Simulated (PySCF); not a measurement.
**Exercise with solution: oscillator strength and radiative lifetime**

CH3ClSZn, SMILES C[S][Zn][Cl].

The structure is a stationary point at PBE0-D3(BJ)/def2-SVP. The structure was generated by enumeration; whether it is a known compound was not checked. Other conformers were not sampled.

TDDFT-PBE/def2-SVPD (PySCF) puts the first singlet state with f over 0.02 at 5.58 eV (vertical), with the transition dipole (-0.318, 0.235, 0.000) in atomic units.

**Question.** Find the oscillator strength, the wavelength and the radiative lifetime that this transition would have in vacuum if emission retraced absorption.

**Answer.** 
|μ|² = 0.1563 au, so |μ| = 1.01 D. ΔE = 5.58/27.211 = 0.2051 hartree. f = (2/3) ΔE |μ|² = 0.021 (the program prints 0.021).
λ = 1239.84/5.58 = 222 nm; ν = 45006 cm⁻¹.
Einstein's coefficient A = 0.6670 ν² f s⁻¹ (ν in cm⁻¹) = 2.9e7 s⁻¹, so τ = 1/A = 35 ns. This state is S4; the lower singlets have f = 0.008, 0.001, 0.002. The figure is the radiative limit of this one transition; relaxation, internal conversion, crossing to triplets and a medium change what is measured.
